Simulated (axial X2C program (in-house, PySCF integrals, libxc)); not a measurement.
# MoC⁺: bond constants with and without spin–orbit coupling

All values were computed with an in-house all-electron X2C program for linear molecules (integrals from PySCF). Spin-free means the one-electron spin-free X2C Hamiltonian; two-component (2c) means X2C with spin–orbit coupling and atomic mean-field two-electron Coulomb and Gaunt terms, so the difference of the two also holds small scalar two-electron terms. Basis: Mo dyall-cv3z [11s12p9d5f3g], C dyall-v3z [7s6p2d1f] (cores contracted in-house); Gaussian nuclei, density fitting, unrestricted open shells. Masses: Mo 97.905 u, C 12.000 u.

Input:
```json
{"zs": [42, 6], "q": 1, "bas": ["dyall-cv3z", "dyall-v3z"], "levels": ["PBE0", "HF", "LDA"], "cc": true, "r0": 1.88, "thr": -1.0, "nmax": 90, "npts": 10, "nst": 2, "ntry": 6}
```
```bash
python so2c.py task.json out
```

Keys: zs atomic numbers; q charge; bas basis sets; levels methods; cc coupled cluster on or off; r0 starting distance in Å; thr threshold in hartree for freezing inner shells (an s shell follows its p shell); nmax most natural virtual spinors; npts points on the curve; nst determinants followed; ntry starts of the search. HF also brings MP2.

State, spin-free: M_S = 1/2, Λ = 2 (beyond evenly filled blocks: δ+α); electrons by block: σα: 11, σβ: 11, π+α: 5, π+β: 5, π-α: 5, π-β: 5, δ+α: 2, δ+β: 1, δ-α: 1, δ-β: 1. Fragments: Mo+ + C.

State, 2c: Ω = 3/2 (⟨Sz⟩ = -0.50, ⟨Lz⟩ = 2.00 at PBE0); electrons by block: 1/2: 16, -1/2: 16, 3/2: 7, -3/2: 6, 5/2: 1, -5/2: 1. Fragments: Mo+ + C.

| Hamiltonian | level | Re (Å) | ωe (cm⁻¹) | Be (cm⁻¹) | De (eV) | k (mdyn/Å) | μ (D) |
| --- | --- | --- | --- | --- | --- | --- | --- |
| spin-free | PBE0 | 1.619 | 1143.5 | 0.6017 | 3.89 | 8.24 | -3.70 |
| spin-free | LDA | 1.627 | 1134.7 | 0.5955 | 6.17 | 8.11 | -3.45 |
| 2c | PBE0 | 1.619 | 1143.1 | 0.6017 | 3.96 | 8.23 | -3.70 |
| 2c | LDA | 1.627 | 1134.3 | 0.5955 | 6.25 | 8.1 | -3.46 |

Dipoles are positive if C is the positive end and refer to the centre of mass.

One determinant describes the state; a PBE0 search over occupations chose it and may have missed a lower one. Dissociation energies refer to the lowest single-determinant-based atoms at the same level and basis. Density functionals use the spin component along the axis (collinear). The 2c atoms are single determinants rather than J levels; their spin–orbit lowering is only partly caught, and De is too large by that part. This holds for PBE0, LDA. Other states lie close and PBE0, whose exact exchange favours high spin, may order them wrongly; the determinant shown need not be the ground state. The nearest other spin-free determinant of the search, M_S = 3/2, Λ = 0, lies 0.19 eV up at the distance of the search. The functionals have no current-density term, which raises determinants with orbital currents, atoms included. At some level and bond length an empty orbital lies below a filled one. The determinant is spin-polarised beyond a pure state at some levels (its spin-free form has ⟨S²⟩ too high), which makes Re and μ there less reliable.

No reliable constants came from CCSD (2c), CCSD (spin-free), CCSD(T) (2c), CCSD(T) (spin-free), HF (2c), HF (spin-free), MP2 (2c), MP2 (spin-free): no minimum in range, unconverged points, a curve that is not smooth, a change of character along it, or the two Hamiltonians disagreeing along it.

Rough cost a point (2c) on 1 thread(s) of a shared host, integrals apart: PBE0 2.8 s, LDA 1.1 s.

The whole task took 4.7 min on 1 thread of Arm Neoverse V1 (shared host).
